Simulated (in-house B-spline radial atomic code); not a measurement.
Tl²⁺. Computed with a B-spline radial atomic code. Model: non-relativistic spherical atom: semilocal Troullier-Martins pseudo-atom, one channel per l, against all electrons, high spin, G0W0 and RPA with empty states to l = 8, local potential for every l without a channel, a model core (radius 0 = none) keeps its share of the functional.

The core holds an angular momentum without a channel of its own, so the local potential lets valence electrons into it.

Without relativity these are model numbers for so heavy an element.

What the tables leave out is listed at the end.

The pseudopotential gives back the lowest level of each angular momentum of its own functional in the configuration it was made in; a second state of the same l is only approximately right. Exact exchange, RPA and GW see the smooth pseudo-orbitals and miss the exchange with the core, for which the functional's share stands in. The column with an uncorrelated core keeps all orbitals and exact exchange, and so separates missing core correlation from pseudisation. Only the three outermost levels and the lowest empty one were computed. RPA here is direct RPA, with no exchange kernel, and its energies carry an (l + 1/2)⁻⁴ tail. A hybrid on a potential with a model core restores only its own semilocal share of the core's exchange.

Command:
```bash
python run_psgw.py task.json out
```
Settings (lengths in bohr, energies in hartree):
```
Z                      81
electrons              79
configuration          [Xe] 4f14 5d10 6s1
generated_in           [Xe] 4f14 5d10 6s2 6p1
functional             pbe,pbe
core_shells            11
radius_factor          0.9
core_correction        True
ion_configuration      [Xe] 4f14 5d10
```

Time taken, with all properties: 36 s on 1 thread of Intel(R) Xeon(R) 6975P-C (Granite Rapids), on a shared host.

Given: made with PBE; model core radius 0.747 bohr; local radius 1.046 bohr; mean-field start PBE.

Valence shells of the generating configuration: 5p, 5d, 6s, 6p.

Channel: s 2.147, p 0.852, d 0.991 (radii in bohr).

Computed: largest level miss in the spin-unpolarised generating configuration 0.072 eV; valence RPA correlation energy all-electron orbitals -0.96834 hartree; valence RPA correlation energy pseudo -1.3086 hartree; all-electron RPA polarisability, core included 13.988 bohr³; pseudo-atom RPA polarisability 13.993 bohr³; ionisation by mean-field pseudo minus all 0.086 eV; ionisation by RPA all-electron 26.554 eV.

| level | occupied | mean-field all-electron (eV) | mean-field pseudo minus all (eV) | G0W0 all-electron (eV) | G0W0 uncorrelated core minus all (eV) | G0W0 pseudo minus all (eV) | exchange self-energy all-electron (eV) | exchange self-energy pseudo (eV) |
| --- | --- | --- | --- | --- | --- | --- | --- | --- |
| 6s up | 1 | -22.362 | -0.068 | -26.689 | 0.046 | -1.341 | -14.335 | -14.601 |
| 5d down | 1 | -34.82 | -0.032 | -42.129 | 0.127 | 0.794 | -39.107 | -30.702 |
| 5d up | ? | ? | ? | ? | ? | ? | ? | ? |
| 6s down (empty) | 0 | -21.422 | -0.068 | -17.898 | 0.045 | -1.346 | -4.6702 | -4.989 |

(1) What belongs in the row 5d up?

(2) What is the ionisation by mean-field all-electron?

(3) What is the ionisation by RPA pseudo minus all?

Given: mean-field start PBE0.

Computed: valence RPA correlation energy pseudo -1.2425 hartree; pseudo-atom RPA polarisability 11.635 bohr³; ionisation by mean-field all-electron 26.099 eV; ionisation by mean-field pseudo minus all 0.759 eV; ionisation by RPA all-electron 26.414 eV; ionisation by RPA pseudo minus all 1.74 eV.

```
          level  occupied  mean-field all-electron (eV)  mean-field pseudo minus all (eV)  G0W0 all-electron (eV)  G0W0 uncorrelated core minus all (eV)  G0W0 pseudo minus all (eV)  exchange self-energy all-electron (eV)  exchange self-energy pseudo (eV)
          6s up         1                        -23.11                            -0.673                  -26.55                                  0.047                      -1.599                                 -14.164                           -15.239
        5d down         1                       -37.084                              0.39                 -42.333                                  0.135                        0.92                                  -39.22                           -30.669
          5d up         ?                             ?                                 ?                       ?                                      ?                           ?                                       ?                                 ?
6s down (empty)         0                       -20.021                            -0.633                 -17.698                                  0.045                      -1.369                                 -4.3813                           -5.2259
```

(4) What belongs in the row 5d up?

(5) What is the valence RPA correlation energy all-electron orbitals?

(6) What is the all-electron RPA polarisability, core included?

Results:

(1) occupied: 1; mean-field all-electron (eV): -35.083; mean-field pseudo minus all (eV): -0.056; G0W0 all-electron (eV): -42.384; G0W0 uncorrelated core minus all (eV): 0.122; G0W0 pseudo minus all (eV): 0.643; exchange self-energy all-electron (eV): -39.142; exchange self-energy pseudo (eV): -31.064.

(2) 26.454 eV.

(3) 1.562 eV.

(4) occupied: 1; mean-field all-electron (eV): -37.336; mean-field pseudo minus all (eV): 0.291; G0W0 all-electron (eV): -42.556; G0W0 uncorrelated core minus all (eV): 0.112; G0W0 pseudo minus all (eV): 0.615; exchange self-energy all-electron (eV): -39.237; exchange self-energy pseudo (eV): -31.059.

(5) -0.92244 hartree.

(6) 12.563 bohr³.

Among the listed levels the largest G0W0 shift of the pseudo-atom is -1.60 eV, for 6s up on the PBE0 start, while leaving the core uncorrelated moves that level by +0.05 eV. So pseudisation and the lost core exchange, not the missing core correlation, make the error. Not in the tables (levels of low weight, unsolved or above zero; the highest and the empty levels are kept at any weight): no Hartree-Fock pseudo-atom is run with a model core.
